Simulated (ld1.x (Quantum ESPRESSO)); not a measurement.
**What one change does to a pseudopotential (Mg (Z = 12), TM)**

```json
{
  "Element": "Mg",
  "Generator": "ld1.x (Quantum ESPRESSO) 7.5",
  "Type": "norm-conserving Troullier–Martins (Kleinman–Bylander form)",
  "Functional": "PBE",
  "Relativity": "scalar-relativistic",
  "Frozen core": "[Ne]",
  "Valence charge": "2",
  "Reference configuration": "3s2 3p0",
  "Partial waves": "3s (bound): rc 2.35 bohr; 3p (bound, empty): rc 2.70 bohr; 3d channel at 0.05 Ry: rc 2.65 bohr",
  "Local potential": "the d channel",
  "Core correction": "Bessel-smoothed model core, default radius (core density twice the valence density)"
}
```

All-electron outer shells of the reference configuration (PBE, scalar-relativistic, ld1.x):

```json
{"shell": "2s", "level (eV)": "-79.85", "outermost node (bohr)": "0.18", "outermost maximum (bohr)": "0.54"}
{"shell": "2p", "level (eV)": "-46.61", "outermost node (bohr)": "–", "outermost maximum (bohr)": "0.48"}
{"shell": "3s", "level (eV)": "-4.70", "outermost node (bohr)": "0.90", "outermost maximum (bohr)": "2.56"}
{"shell": "3p", "level (eV)": "-1.33", "outermost node (bohr)": "0.96", "outermost maximum (bohr)": "3.46"}
```

Change: reference 3s1 3p1.

Cutoffs: the cutoffs (Ry, on a coarse ladder) from which the occupation-weighted sum of valence levels, in a spherical-Bessel basis at the reference potential, stays within 10 and 1 mRy of its value at 400 Ry; they do not see the model core or the augmentation charge, which bear on the density cutoff. Errors are all-electron minus pseudo energies relative to the spin-unpolarised reference configuration.

Problem. What does the change do?

Solution. The potential gets softer (6 Ry and 18 Ry → 6 Ry and 10 Ry); neither file shows a bound ghost.

| quantity | base | changed |
| --- | --- | --- |
| cutoff, loose | 6 Ry | 6 Ry |
| cutoff, tight | 18 Ry | 10 Ry |
| bound ghosts | none | none |
| largest error over its own tests, meV | -8.7 | -2.2 |
| s: phases at 2.96 bohr within 0.05 rad from the reference energy up to (Ry; the scan ends near 5) | 1.3 | 1.2 |
| p: phases at 2.96 bohr within 0.05 rad from the reference energy up to (Ry; the scan ends near 5) | 2.0 | 1.9 |
| d: phases at 2.96 bohr within 0.05 rad from the reference energy up to (Ry; the scan ends near 5) | 3.1 | 3.0 |
